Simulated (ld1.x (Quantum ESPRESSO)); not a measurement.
**Building the TM potential for Te (PBEsol, scalar-relativistic).**

The input file (ld1.x (Quantum ESPRESSO) 7.5):

```
&input
   title='Te', zed=52., rel=1, dft='PBESOL', iswitch=3,
   config='[Kr] 4d10 5s2 5p3 5d-2',
   nld=3, rlderiv=1.95, eminld=-4.0, emaxld=5.0, deld=0.02
 /
 &inputp
   pseudotype=2, tm=.true., lloc=2,
   nlcc=.true., new_core_ps=.true., rcore=0.70,
   file_pseudopw='Te.UPF', file_wfcaegen='ae.wfc', file_wfcncgen='nc.wfc', file_beta='beta', file_chi='chi'
 /
3
5S  1  0   2.00   0.00  1.55  1.55  0.0
5P  2  1   3.00   0.00  1.80  1.80  0.0
5D  3  2  -2.00   0.20  1.45  1.45  0.0
 &test
   configts(1)='5s2 5p3'
 /
```

Command:

```bash
ld1.x < Te.in > Te.out
```

Output (shortened: banner, matrices, multipoles, cross overlaps and the repeated all-electron block are left out):

```
Program LD1 v.7.5
     --------------------------- All-electron run ----------------------------

     Te
     scalar relativistic calculation

     atomic number is 52.00
     dft =PBESOL   lsd =0 sic =0 latt =0  beta=0.20 tr2=1.0E-14
     Exchange-correlation= PBESOL
                           (   1   4  10   8   0   0   0)
     mesh =1245 r(mesh) =  99.36066 a.u. xmin = -7.00 dx = 0.01250
     1 Ry =  13.60569312 eV, c = 137.03599908

     n l     nl                  e(Ry)          e(Ha)          e(eV)
     1 0     1S 1( 2.00)     -2324.2068     -1162.1034    -31622.4449
     2 0     2S 1( 2.00)      -357.0032      -178.5016     -4857.2765
     2 1     2P 1( 6.00)      -320.5973      -160.2987     -4361.9490
     3 0     3S 1( 2.00)       -71.5623       -35.7811      -973.6543
     3 1     3P 1( 6.00)       -59.7301       -29.8650      -812.6689
     4 0     4S 1( 2.00)       -12.7311        -6.3656      -173.2155
     4 1     4P 1( 6.00)        -9.0622        -4.5311      -123.2977
     3 2     3D 1(10.00)       -41.8284       -20.9142      -569.1038
     4 2     4D 1(10.00)        -3.7209        -1.8604       -50.6250
     5 0     5S 1( 2.00)        -1.7277        -0.8639       -23.5069
     5 1     5P 1( 3.00)        -1.0082        -0.5041       -13.7168

     final scf error:  9.7E-15 reached in  23 iterations

     Etot =  -13582.457072 Ry,   -6791.228536 Ha, -184798.742778 eV

     Ekin =   14230.331534 Ry,    7115.165767 Ha,  193613.523888 eV
     Encl =  -32829.813800 Ry,  -16414.906900 Ha, -446672.371845 eV
     Eh   =    5361.687286 Ry,    2680.843643 Ha,   72949.471838 eV
     Exc  =    -344.662092 Ry,    -172.331046 Ha,   -4689.366659 eV

     normalization and overlap integrals

     s(1S/1S) =  1.000000  <r> =   0.0278  <r2> =    0.0010  r(max) =   0.0178
     s(2S/2S) =  1.000000  <r> =   0.1199  <r2> =    0.0169  r(max) =   0.1014
     s(2P/2P) =  1.000000  <r> =   0.1048  <r2> =    0.0134  r(max) =   0.0810
     s(3S/3S) =  1.000000  <r> =   0.3223  <r2> =    0.1187  r(max) =   0.2934
     s(3P/3P) =  1.000000  <r> =   0.3204  <r2> =    0.1191  r(max) =   0.2861
     s(4S/4S) =  1.000000  <r> =   0.7646  <r2> =    0.6610  r(max) =   0.7038
     s(4P/4P) =  1.000000  <r> =   0.8211  <r2> =    0.7691  r(max) =   0.7399
     s(3D/3D) =  1.000000  <r> =   0.2969  <r2> =    0.1044  r(max) =   0.2372
     s(4D/4D) =  1.000000  <r> =   0.9711  <r2> =    1.1084  r(max) =   0.8076
     s(5S/5S) =  1.000000  <r> =   2.0292  <r2> =    4.6508  r(max) =   1.7749
     s(5P/5P) =  1.000000  <r> =   2.4744  <r2> =    6.9787  r(max) =   2.1144

     ------------------------ End of All-electron run ------------------------

     --------------------- Generating NC pseudopotential ---------------------

      Generating local pot.: lloc=2, matching radius rcloc =   1.4500

      Computing core charge for nlcc:

       r > 0.70 : true rho core
      Core charge pseudized with two Bessel functions
      Integrated core pseudo-charge :  20.80

      Wfc   5S  rcut= 1.566  Using Troullier-Martins method

      Wfc   5P  rcut= 1.820  Using Troullier-Martins method

     ------------------- End of pseudopotential generation -------------------

     Computing logarithmic derivative in   1.94941
     Computing logarithmic derivative in   1.94941
     Computing the partial wave expansion
     R is outside the sphere for l=    0 j= 0.00
     R is outside the sphere for l=    1 j= 0.00
       no projector for channel:   2

     ---------------------- Testing the pseudopotential ----------------------

     Te
     scalar relativistic calculation

     atomic number is 52.00   valence charge is  6.00
     dft =PBESOL   lsd =0 sic =0 latt =0  beta=0.20 tr2=1.0E-14
     mesh =1245 r(mesh) =  99.36066 xmin = -7.00 dx = 0.01250

     n l     nl             e AE (Ry)        e PS (Ry)    De AE-PS (Ry)
     1 0     5S   1( 2.00)       -1.72772       -1.72772        0.00000
     2 1     5P   1( 3.00)       -1.00816       -1.00816       -0.00000

     eps = 7.9E-17  iter =  4

     Etot =  -13582.457072 Ry,   -6791.228536 Ha, -184798.742778 eV
     Etotps =   -60.801925 Ry,     -30.400963 Ha,    -827.252336 eV

     Ekin =       4.177050 Ry,       2.088525 Ha,      56.831662 eV
     Encl =       4.136557 Ry,       2.068279 Ha,      56.280732 eV
     Ehrt =       9.787076 Ry,       4.893538 Ha,     133.159950 eV
     Ecxc =     -49.063430 Ry,     -24.531715 Ha,    -667.541972 eV
     (Ecc =     -45.148356 Ry,     -22.574178 Ha,    -614.274679 eV)
     Epseu=     -29.839179 Ry,     -14.919589 Ha,    -405.982708 eV

     ---------------------- End of pseudopotential test ----------------------
```

Note: ghost states, extra bound levels that the all-electron valence spectrum of the same l lacks: s at -1572.4 eV, p at -789.2 eV. A true bound ghost makes a file unfit for plane-wave use.

Generation and configuration tests took about 1.4 s on one core of a shared server CPU.
